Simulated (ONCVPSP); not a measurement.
**gallium, ONCV: configuration errors across variants**

```json
{"Element": "Ga", "Generator": "ONCVPSP 4.0.1", "Type": "optimised norm-conserving Vanderbilt (ONCV)", "Functional": "PBE", "Relativity": "scalar-relativistic", "Frozen core": "[Ar] 3d10", "Valence charge": "3", "Reference configuration": "4s2 4p1", "Partial waves": "4s: rc 1.35 bohr, ncon 3, nbas 7, qcut 6.2 1/bohr, 2 projectors, debl 3.1 Ha; 4p: rc 2.55 bohr, ncon 3, nbas 7, qcut 3 1/bohr, 2 projectors, debl 1.5 Ha; d scattering state at 0.09 Ha: rc 2.05 bohr, ncon 4, nbas 9, qcut 5.2 1/bohr, 2 projectors, debl 3 Ha", "Local potential": "polynomial inside 1.15 bohr (lpopt 3, dvloc0 2 Ha)", "Core correction": "none"}
```

All-electron excitation energies from the reference (eV): (1) 4s2 4p0 5.688; (2) 4s1 4p0 26.817; (3) 4s2 4p0.5 2.030; (4) 4s1 4p1 13.061.

1 further variants failed, have other tests or too few solved ones, and are left out.

A true bound ghost makes a file unfit for plane-wave use even where its test errors are small: the radial tests pick states by their node count and pass the ghost by.

Errors AE − PS in meV (a dash: test not solved or not reliable):

```json
{"change": "base", "(1)": "+7.4", "(2)": "+41", "(3)": "+1.4", "(4)": "+5.1", "bound ghosts": "s", "GHOST(+) flags above zero": "none"}
{"change": "d: qcut 3.3", "(1)": "+7.4", "(2)": "+41", "(3)": "+1.4", "(4)": "+5.1", "bound ghosts": "s, d", "GHOST(+) flags above zero": "d"}
{"change": "d: qcut 3.7", "(1)": "+7.4", "(2)": "+41", "(3)": "+1.4", "(4)": "+5.1", "bound ghosts": "s, d", "GHOST(+) flags above zero": "d"}
{"change": "d: qcut 4.3", "(1)": "+7.4", "(2)": "+41", "(3)": "+1.4", "(4)": "+5.1", "bound ghosts": "s", "GHOST(+) flags above zero": "none"}
{"change": "d: qcut 5.6", "(1)": "+7.4", "(2)": "+41", "(3)": "+1.4", "(4)": "+5.1", "bound ghosts": "s", "GHOST(+) flags above zero": "d"}
{"change": "d: qcut 6", "(1)": "+7.4", "(2)": "+41", "(3)": "+1.4", "(4)": "+5.1", "bound ghosts": "s", "GHOST(+) flags above zero": "d"}
{"change": "d: qcut 6.5", "(1)": "+7.4", "(2)": "+41", "(3)": "+1.4", "(4)": "+5.1", "bound ghosts": "s", "GHOST(+) flags above zero": "d"}
{"change": "d: qcut 7.2", "(1)": "+7.4", "(2)": "+41", "(3)": "+1.4", "(4)": "+5.1", "bound ghosts": "s", "GHOST(+) flags above zero": "d"}
```

Task: Give the same row for: d: qcut 5.

Result: +7.4, +41, +1.4, +5.1; bound ghosts: s; GHOST(+) flags above zero: none.
